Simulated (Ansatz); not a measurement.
C3H3IN2, SMILES `N#CCC(=N)I`, relaxed with RKS PBE-D4/def2-SVP in Ansatz from a rough embedded geometry. The force threshold is 0.03 eV/Å; the program also tests the step.

The species carries charge 0 and has multiplicity 1. I: def2 effective core potential.

Start:

```xyz
9

N     2.506   -0.128   -1.121
C     1.670   -0.051   -0.397
C     0.624    0.032    0.586
C    -0.794   -0.022   -0.002
N    -1.469    1.086   -0.140
I    -1.554   -1.760   -0.841
H     0.696    0.914    1.226
H     0.642   -0.854    1.312
H    -2.321    0.783   -0.625
```

```json
{"step": "1", "energy (eV)": "-14226.8823", "largest force (eV/Å)": "8.147", "largest move (Å)": "0.000"}
{"step": "2", "energy (eV)": "-14227.3967", "largest force (eV/Å)": "1.945", "largest move (Å)": "0.191"}
{"step": "3", "energy (eV)": "-14227.4462", "largest force (eV/Å)": "1.502", "largest move (Å)": "0.053"}
{"step": "4", "energy (eV)": "-14227.4778", "largest force (eV/Å)": "0.922", "largest move (Å)": "0.037"}
{"step": "5", "energy (eV)": "-14227.4952", "largest force (eV/Å)": "0.579", "largest move (Å)": "0.077"}
{"step": "6", "energy (eV)": "-14227.5117", "largest force (eV/Å)": "0.535", "largest move (Å)": "0.056"}
{"step": "7", "energy (eV)": "-14227.5202", "largest force (eV/Å)": "0.089", "largest move (Å)": "0.138"}
{"step": "8 (rejected)", "energy (eV)": "-14227.4738", "largest force (eV/Å)": "1.208", "largest move (Å)": "0.074"}
{"step": "9", "energy (eV)": "-14227.5220", "largest force (eV/Å)": "0.044", "largest move (Å)": "0.022"}
{"step": "10", "energy (eV)": "-14227.5222", "largest force (eV/Å)": "0.017", "largest move (Å)": "0.013"}
```

End:

```xyz
9

N     2.564   -0.340   -1.103
C     1.675   -0.175   -0.359
C     0.578    0.050    0.581
C    -0.799    0.052   -0.064
N    -1.570    1.041    0.013
I    -1.278   -1.840   -1.068
H     0.707    1.035    1.077
H     0.609   -0.738    1.365
H    -2.487    0.916   -0.441
```

It took 5 s on 4 threads of an AMD EPYC 9R45 on a shared host, with 0.18 GiB of host memory at the peak.
